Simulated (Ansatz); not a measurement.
Reaction (redistribution): `[F][Ti]([F])([F])[SH]` + `FC(F)(F)COBCl` → `FC(F)(F)C[O][Ti]([F])([F])[F]` + `SBCl`

Isolated molecules relaxed with PBE0-D4/def2-TZVP in Ansatz; ΔE leaves out vibrations. CBS: MP2 limit from def2 TZ/QZ plus the TZ coupled-cluster correction, frozen cores. This one scheme is used for every species. DFT in def2-TZVPP. For Ti outer-core shells are correlated without core-valence functions, which leaves a few kJ/mol of doubt a bond. Scalar relativity is left out up to krypton. One conformer a species, not always the lowest.

`[F][Ti]([F])([F])[SH]`:

Z-matrix (Å, degrees):
```
Ti
F 1 1.738
F 1 1.744 2 112.1
F 1 1.744 2 112.2 3 121.4
S 1 2.273 2 105.7 3 -119.3
H 5 1.349 1 90.7 2 -179.6
```

`FC(F)(F)COBCl`:

Cartesian coordinates in Å:
```
F 1.791 1.399 1.227
C 1.035 1.034 0.185
F 1.773 1.138 -0.918
F 0.025 1.903 0.084
C 0.529 -0.378 0.404
O -0.259 -0.779 -0.684
B -1.596 -0.877 -0.577
Cl -2.501 -1.330 -1.998
H -0.027 -0.392 1.345
H 1.395 -1.038 0.480
H -2.165 -0.680 0.454
```

`FC(F)(F)C[O][Ti]([F])([F])[F]`:

Cartesian coordinates in Å:
```
F 1.095 0.845 -1.408
C 0.920 1.391 -0.201
F -0.154 2.178 -0.267
F 1.981 2.155 0.067
C 0.773 0.326 0.869
O -0.293 -0.508 0.590
Ti -1.393 -1.494 -0.363
F -2.162 -0.521 -1.594
F -0.490 -2.782 -1.129
F -2.605 -2.178 0.699
H 1.709 -0.241 0.909
H 0.619 0.829 1.828
```

`SBCl`:

```xyz
5

S     0.876    0.372   -0.946
B    -0.184    0.018    0.437
Cl    0.088    0.867    1.938
H     0.288   -0.484   -1.798
H    -1.068   -0.774    0.369
```

```
             level  ΔE (eV)
         r2SCAN-D4     0.07
      CAM-B3LYP-D4     0.05
           ωB97X-V     0.03
           r2SCAN0     0.08
             BHLYP     0.09
       HF/def2-SVP    -0.07
SCS-MP2/def2-QZVPP     0.05
    CCSD/CBS(def2)     0.03
```

Q: What does CCSD(T)/CBS give? (An estimate is asked.)

A: Ansatz gave: +0.05 eV. The listed levels differ from it by 0.02, 0.00, -0.02, 0.03, 0.04, -0.12, 0.00, -0.02 eV.

Largest T1 diagnostic among the species: 0.025, so the coupled-cluster value is less sure than usual.

Leaving LDA and LC-ωPBE aside and taking each functional with its dispersion term where it has one, the values, not all of them listed here, spread over 0.10 eV, from revPBE-D4 to B97M-V. At CCSD(T), def2-SVP lies −0.17 eV from the extrapolated value and def2-TZVPP −0.00 eV.
